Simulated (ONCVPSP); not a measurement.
**What one change does to a pseudopotential (iodine, ONCV)**

| Item | Value |
| --- | --- |
| Element | iodine (I) |
| Generator | ONCVPSP 4.0.1 |
| Type | optimised norm-conserving Vanderbilt (ONCV) |
| Functional | LDA (Perdew-Wang 92) |
| Relativity | scalar-relativistic |
| Frozen core | [Kr] |
| Valence charge | 17 |
| Reference configuration | 4d10 5s2 5p5 |
| Partial waves | 5s: rc 1.55 bohr, ncon 4, nbas 8, qcut 3.7 1/bohr, 2 projectors, debl 4 Ha; 5p: rc 1.90 bohr, ncon 3, nbas 7, qcut 4.9 1/bohr, 2 projectors, debl 2.3 Ha; 4d: rc 0.95 bohr, ncon 3, nbas 7, qcut 8.6 1/bohr, 3 projectors, debl 2.5 Ha |
| Local potential | polynomial inside 0.90 bohr (lpopt 5, dvloc0 2 Ha) |
| Core correction | Teter function, fcfact 5.5, rcfact 1.6 |

Change: core correction Teter function, fcfact 5.5, rcfact 1.18.

Cutoffs: the cutoffs (Ha) at which the residual kinetic energy of the hardest occupied pseudo-wave falls to 1 and 0.1 mHa per electron; they do not see the model core or the augmentation charge, which bear on the density cutoff. Errors are all-electron minus pseudo energies relative to the spin-unpolarised reference configuration.

What does the change do?

The potential gets neither clearly harder nor softer (191 Ha and 294 Ha → 191 Ha and 294 Ha); both files keep a bound ghost (p, s); of the 4 tests that both files solve, the error grows in 1 and shrinks in 2 by more than 15 % and 0.3 meV (median size 3.5 → 3.0 meV). A model core, the more so a compact one, raises the density cutoff, which this test does not measure.

| quantity | base | changed |
| --- | --- | --- |
| cutoff, loose | 191 Ha | 191 Ha |
| cutoff, tight | 294 Ha | 294 Ha |
| bound ghosts | s, p | s, p |
| GHOST(+) flags under 300 eV | s at 172.2 eV | s at 172.2 eV |
| error for 4d10 5s2 5p4, meV [ΔE 11.30 eV] | -2.6 | -2.4 |
| error for 4d10 5s2 5p3, meV [ΔE 31.36 eV] | -4.5 | -3.0 |
| error for 4d10 5s2 5p2, meV [ΔE 60.97 eV] | -1.6 | +4.5 |
| error for 4d10 5s1 5p5, meV [ΔE 22.37 eV] | -5.4 | -3.0 |
| s: phases at 1.57 bohr within 0.05 rad from the reference energy up to (Ha; the scan ends near 5) | to the end of the scan | to the end of the scan |
| p: phases at 1.93 bohr within 0.05 rad from the reference energy up to (Ha; the scan ends near 5) | 4.6 | 4.6 |
| d: phases at 0.96 bohr within 0.05 rad from the reference energy up to (Ha; the scan ends near 5) | to the end of the scan | to the end of the scan |
| rms error of d²Exc/dni dnj with the model core, mHa | 0.79 | 2.63 |

 A true bound ghost makes a file unfit for plane-wave use even where its test errors are small: the radial tests pick states by their node count and pass the ghost by.
